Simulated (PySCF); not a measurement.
An unknown is described by computed data only.

Formula: C4H9FO2S.

- Dipole: 3.67 D [B3LYP/def2-SVPD]
- Triplet: lowest triplet excitation (Tamm–Dancoff): 7.03 eV [TDA B3LYP/def2-SVPD]
- UV, first state: lowest singlet excitation: 7.25 eV (171 nm, f = 0.010) [TDDFT B3LYP/def2-SVPD]
- Valence photoelectron: vertical ionisation energy: 10.21 eV [ΔSCF B3LYP/def2-SVPD]
- NMR, other nuclei: isotropic shieldings of nuclei other than C and H, by class: 132 (2 O), 345 (1 F), 176 (1 S) ppm [GIAO PBE0/pcSseg-1]
- 1H NMR: chemical shifts (computed TMS as zero) by class: 2.67 (3 H), 1.62 (6 H) ppm [GIAO PBE0/pcSseg-1]
- Polarisability: 77.9 au [B3LYP/def2-SVPD]
- 13C NMR: chemical shifts (computed TMS as zero) by class: 110.5 (1 C), 36.3 (1 C), 21.2 (2 C) ppm [GIAO PBE0/pcSseg-1]
- Rotational structure: rotational constants A, B, C: 2.333, 1.542, 1.515 GHz [PBE0-D3(BJ)/def2-SVP]

The electronic properties come from PySCF, for the isolated species, density fitting. Levels stand in brackets. One conformer (not necessarily the lowest) at the PBE0-D3(BJ)/def2-SVP geometry, without solvent, vibrations or thermal averaging. NMR classes are plain means over equivalent atoms (diastereotopic ones count apart unless rotation or inversion swaps them), as if these changed places fast.

**Question.** What is the compound? Reason from the data.

**Answer.** Numbering: `[CH3:1][C:2]([CH3:3])([F:4])[S:5]([CH3:6])(=[O:7])=[O:8]`. 4 carbons fall into 3 classes; from least to most shielded: sp3 C–F carbon [C2] (110.5 ppm), S-methyl carbon [C6] (36.3 ppm), methyl carbon [C1/C3] (21.2 ppm, 2 C, up to 3.8 ppm apart in this geometry). Hydrogen classes from least to most shielded: 3 H on an S-methyl carbon, C6 (2.67 ppm), 6 H on 2 methyl carbons, C1/C3 (1.62 ppm, a mean of values up to 1.0 ppm apart in this geometry). The other shieldings belong to: 132 ppm, sulfonyl oxygen [O7/O8]; 345 ppm, alkyl fluorine [F4]; 176 ppm, sulfonyl sulfur [S5]. The first electron is taken from the HOMO, whose largest Löwdin shares are 0.24 on each of 2 atoms of one kind (sulfonyl oxygen), 0.14 on the sp3 C–F carbon and 0.12 on the sulfonyl sulfur. The optimised geometry has point group C1 and is an asymmetric top. Structure: `CC(C)(F)S(C)(=O)=O`. The assignments are read from this structure; whether some other isomer fits the data as well wasn't checked.

Shape of the structure used: `[CH3:1][C:2]([CH3:3])([F:4])[S:5]([CH3:6])(=[O:7])=[O:8]`: C1–C2–S5–C6 73°.
